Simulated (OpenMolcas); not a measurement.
# C³⁺: RASPT2 settings compared

```json
{"Program": "OpenMolcas", "Basis": "ANO-L-VDZP [3s2p1d]", "Scalar Hamiltonian": "non-relativistic, point nucleus", "Active space": "1 electron in 9 orbitals (RAS2 2s 2p; RAS3 3d, at most 1 electron)", "State averaging": "2S+1 = 2 even, 1 root; 2S+1 = 2 odd, 3 roots", "Spin-orbit coupling": "RASSI with atomic mean-field integrals over the reference wave functions, term energies averaged over their components"}
```

Methods on the same reference wave functions:
A. RASSCF
B. SS-RASPT2, IPEA 0 Eh, imaginary shift 0.2 Eh (closed shells correlated: 1s)
C. XMS-RASPT2, IPEA 0.75 Eh, sigma2 regulariser 0.25 Eh (closed shells correlated: 1s)
D. XMS-RASPT2, IPEA 0.35 Eh, imaginary shift 0.5 Eh (closed shells correlated: 1s)

Energies in cm⁻¹ above 2s ²S_1/2, the measured ground level; measured values from Moore, Selected Tables of Atomic Spectra, NSRDS-NBS 3, section 3.

```json
{"Level": "2s ²S_1/2", "A": "0.0", "B": "0.0", "C": "0.0", "D": "0.0", "Measured": "0.0"}
{"Level": "2p ²P°_1/2", "A": "71097", "B": "71042", "C": "71042", "D": "71042", "Measured": "64484"}
{"Level": "2p ²P°_3/2", "A": "71169", "B": "71114", "C": "71113", "D": "71113", "Measured": "64592"}
```

Deviations, from unrounded energies. A percentage is the sum of absolute deviations over the sum of measured energies, with the sign that they share, or ± where signs differ.

| Against measurement | Levels | A | B | C | D |
| --- | --- | --- | --- | --- | --- |
| mean absolute deviation (cm-1) | 2 | 6600 | 6500 | 6500 | 6500 |
| other configurations (%) | 2 | +10.2 | +10.1 | +10.1 | +10.1 |

A, B, C, D lie about equally close to measurement. The largest miss of D in the table is 2p ²P°_1/2, by +6600 cm-1. The ranking rests on the paired levels alone, and a cruder setting can come out closer through cancelling errors.

Among B to D no level of the table moves by more than 5 cm-1.

The two smallest mean deviations differ by little beside CASPT2's spread within terms, so their order carries little weight.

The lowest spin-free term lies below A's lowest term by 0.001 hartree in B, 0.001 hartree in C, 0.001 hartree in D.

With one active electron outside closed inactive shells, the extra shells (3d) add no correlation to the reference. The basis is small and was not contracted for so high a charge. With one active electron the reference holds no correlation, so core polarisation is missing (holds for A). With one active electron, CASPT2 adds the correlation within the correlated inactive shells and between them and that electron, and leaves the splitting within a term as the reference gives it (holds for B; C; D). Measured partners are found by configuration, term and J. A level has none where our copy of the source lacks it or the pairing is in doubt (some pairs that miss far off the trend of their configuration count as doubtful), and it then counts in no deviation. Only configurations of the active space appear.

° marks odd parity.
